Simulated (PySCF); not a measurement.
**Telling isomers of C$_{4}$HF$_{5}$ apart by NMR**

Equivalent nuclei averaged, relativity neglected, single conformer, no solvent. NMR shieldings at PBE0/pcSseg-1/GIAO; B3LYP/pcJ-1 coupling constants (spin–dipole term left out of most H,H and C,H couplings); geometry from PBE0-D3(BJ)/def2-SVP; PySCF 2.14.

δ = σ(ref) − σ, references computed at the same level: 1H and 13C vs TMS. Multiplet labels drop J under 1 Hz and among equivalent protons, and merge close values. Unscaled 3J(H,H) run several per cent high. One-bond C–F couplings are unscaled and too large by tens of Hz. Shifts are as computed. Against solution values, carbons near 30 ppm lie about +2 ppm off and those near 130 ppm about +5 ppm. Of 1313 compounds with measured shifts, 239 miss one by over three times the rms of a fit or turn the order of signals round; such compounds aren't used in these exercises.

(1) Tabulate the signals of `C#CC(F)(F)C(F)(F)F`, `FC(F)C#CC(F)(F)F` and their relative energies.

(2) What is the quickest way to tell C#CC(F)(F)C(F)(F)F from FC(F)C#CC(F)(F)F?

## Answers

(1) 
```json
{"SMILES": "C#CC(F)(F)C(F)(F)F", "carbon types": "3×C 1×CH", "δC": "123.6, 107.6, 86.9, 75.1", "δH": "2.79 (t, 1H)", "E rel. (kcal/mol)": "0.0"}
{"SMILES": "FC(F)C#CC(F)(F)F", "carbon types": "3×C 1×CH", "δC": "118.9, 106.2, 82.5, 80.8", "δH": "6.24 (tq, 1H)", "E rel. (kcal/mol)": "0.5"}
```

Energies are electronic energies at PBE0/pcSseg-1 on these geometries, without zero-point or thermal terms, each for the one conformer computed, which needn't be the lowest.

(2) Both give the same number of carbon signals, with the same numbers of each carbon type, so the positions decide. The first has a terminal alkyne carbon (CH) at 86.9 ppm, the second a propargylic sp3 CH bonded to 2 F at 106.2 ppm. Their most deshielded carbons lie at 123.6 and 118.9 ppm. In the proton spectra the most deshielded non-exchanging signals are 2.79 (t, J = 6.4 Hz, 1H) and 6.24 (tq, J = 59.6, 2.2 Hz, 1H).
